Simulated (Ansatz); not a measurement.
Ansatz (an electronic-structure program) job for SbF2Br, SMILES [F][Sb]([F])[Br], B3LYP-D3(BJ)/def2-SVP. 

Ansatz 0.2 input:
```yaml
crystal:
  periodic: [false, false, false]
  atoms:
    - {symbol: Sb, position_ang: [-0.76404507, -0.39345879, -0.00000001]}
    - {symbol: F, position_ang: [-1.07947953, 0.98683372, 1.38509882]}
    - {symbol: F, position_ang: [-1.07947954, 0.98683375, -1.38509878]}
    - {symbol: Br, position_ang: [1.66848372, 0.06581117, 0.00000000]}
basis:
  gaussian:
    orbitals: def2-SVP
hamiltonian:
  xc: b3lyp
  dispersion: d3bj
relax: {f_tol: 0.002, max_steps: 200}
```

Program output:

```
WARN ansatz: RAYON_NUM_THREADS=1 ignored (pool sized by the plan → 1); use --threads N
Functional definition: B3LYP
integrals: 0.04 GiB planned
969 factors; integrals over basis functions are off by at most 3.2e-4 eV
mean field: 0.41 GiB planned
mean field evaluation 1: about -82004.6397 eV, gradient 5.3e1 eV
mean field evaluation 2: about -81971.5675 eV, gradient 1.5e2 eV
mean field evaluation 4: about -82009.7014 eV, gradient 8.2e0 eV
mean field evaluation 8: about -82009.9080 eV, gradient 5.7e-2 eV
mean field evaluation 16: about -82009.9080 eV, gradient 3.9e-5 eV
mean field -82009.90797881 eV, -3013.8085299092 hartree, gradient 3.9e-5 eV, S^2 0.000000; 0 other end points of the search recorded, 0 dependent functions left out
the calculation of the forces begins
reference -82009.90818475 eV, -3013.8085374773 hartree; 38, 38 occupied and 48, 48 virtual orbitals, 969 factors
relax step   1: F+E_penalty+E_count = -82010.09539912 eV  Δ(F+E_penalty+E_count) = +0.000e0 eV  max|allowed force component| = 2.172e0 eV/Å  Δτ_max = 0.0000 Å  (28 SCF iters, accepted)
these checks for a lower state are left out or cut short: starts, cluster_reference, orbital_swaps, neighbouring_geometries, increment
integrals: 0.04 GiB planned
969 factors; integrals over basis functions are off by at most 3.8e-4 eV
mean field: 0.41 GiB planned
mean field -82010.03977402 eV, -3013.8133732938 hartree, gradient 1.1e-5 eV, S^2 0.000000; 0 other end points of the search recorded, 0 dependent functions left out
the calculation of the forces begins
reference -82010.03998313 eV, -3013.8133809782 hartree; 38, 38 occupied and 48, 48 virtual orbitals, 969 factors
relax step   2: F+E_penalty+E_count = -82010.21927077 eV  Δ(F+E_penalty+E_count) = -1.239e-1 eV  max|allowed force component| = 3.562e-1 eV/Å  Δτ_max = 0.1950 Å  (36 SCF iters, accepted)
these checks for a lower state are left out or cut short: starts, cluster_reference, orbital_swaps, neighbouring_geometries, increment
integrals: 0.04 GiB planned
969 factors; integrals over basis functions are off by at most 3.6e-4 eV
mean field: 0.41 GiB planned
mean field evaluation 32: about -82010.0693 eV, gradient 8.5e-6 eV
mean field -82010.06931889 eV, -3013.8144590477 hartree, gradient 8.5e-6 eV, S^2 0.000000; 0 other end points of the search recorded, 0 dependent functions left out
the calculation of the forces begins
reference -82010.06952794 eV, -3013.8144667300 hartree; 38, 38 occupied and 48, 48 virtual orbitals, 969 factors
relax step   3: F+E_penalty+E_count = -82010.25154980 eV  Δ(F+E_penalty+E_count) = -3.228e-2 eV  max|allowed force component| = 1.502e-1 eV/Å  Δτ_max = 0.0609 Å  (31 SCF iters, accepted)
these checks for a lower state are left out or cut short: starts, cluster_reference, orbital_swaps, neighbouring_geometries, increment
integrals: 0.04 GiB planned
969 factors; integrals over basis functions are off by at most 3.6e-4 eV
mean field: 0.41 GiB planned
mean field -82010.07068971 eV, -3013.8145094242 hartree, gradient 1.1e-5 eV, S^2 0.000000; 0 other end points of the search recorded, 0 dependent functions left out
the calculation of the forces begins
reference -82010.07089882 eV, -3013.8145171089 hartree; 38, 38 occupied and 48, 48 virtual orbitals, 969 factors
relax step   4: F+E_penalty+E_count = -82010.25369758 eV  Δ(F+E_penalty+E_count) = -2.148e-3 eV  max|allowed force component| = 2.572e-2 eV/Å  Δτ_max = 0.0161 Å  (33 SCF iters, accepted)
these checks for a lower state are left out or cut short: starts, cluster_reference, orbital_swaps, neighbouring_geometries, increment
integrals: 0.04 GiB planned
969 factors; integrals over basis functions are off by at most 3.6e-4 eV
mean field: 0.41 GiB planned
mean field -82010.07076197 eV, -3013.8145120801 hartree, gradient 5.9e-5 eV, S^2 0.000000; 0 other end points of the search recorded, 0 dependent functions left out
the calculation of the forces begins
reference -82010.07097113 eV, -3013.8145197664 hartree; 38, 38 occupied and 48, 48 virtual orbitals, 969 factors
relax step   5: F+E_penalty+E_count = -82010.25372473 eV  Δ(F+E_penalty+E_count) = -2.714e-5 eV  max|allowed force component| = 2.011e-3 eV/Å  Δτ_max = 0.0013 Å  (21 SCF iters, accepted)
these checks for a lower state are left out or cut short: starts, cluster_reference, orbital_swaps, neighbouring_geometries, increment
integrals: 0.04 GiB planned
969 factors; integrals over basis functions are off by at most 3.6e-4 eV
mean field: 0.41 GiB planned
mean field -82010.07076223 eV, -3013.8145120895 hartree, gradient 1.8e-5 eV, S^2 0.000000; 0 other end points of the search recorded, 0 dependent functions left out
the calculation of the forces begins
reference -82010.07097139 eV, -3013.8145197761 hartree; 38, 38 occupied and 48, 48 virtual orbitals, 969 factors
relax step   6: F+E_penalty+E_count = -82010.25372500 eV  Δ(F+E_penalty+E_count) = -2.687e-7 eV  max|allowed force component| = 1.910e-4 eV/Å  Δτ_max = 0.0001 Å  (20 SCF iters, accepted)
integrals: 0.04 GiB planned
969 factors; integrals over basis functions are off by at most 3.6e-4 eV
mean field: 0.41 GiB planned
mean field evaluation 64: about -82010.0708 eV, gradient 5.5e-4 eV
mean field -82010.07076223 eV, -3013.8145120895 hartree, gradient 1.8e-5 eV, S^2 0.000000; 1 other end points of the search recorded, 0 dependent functions left out
the calculation of the forces begins
reference -82010.07097139 eV, -3013.8145197761 hartree; 38, 38 occupied and 48, 48 virtual orbitals, 969 factors
Total energy: -82010.25393416 eV, -3013.8212435336 hartree
Atom 0 at    -0.740726    -0.285297    -0.000000 Å, force    -0.000124     0.000030    -0.000000 eV/Å
Atom 1 at    -1.142768     0.962541     1.421128 Å, force     0.000092    -0.000050     0.000191 eV/Å
Atom 2 at    -1.142768     0.962541    -1.421128 Å, force     0.000092    -0.000050    -0.000191 eV/Å
Atom 3 at     1.771742     0.006235     0.000000 Å, force    -0.000061     0.000069    -0.000000 eV/Å
Dipole moment:    -0.196865    -0.696862    -0.000000 e Å
```

Self-consistency was reached.

Cost: roughly 13 core-seconds.
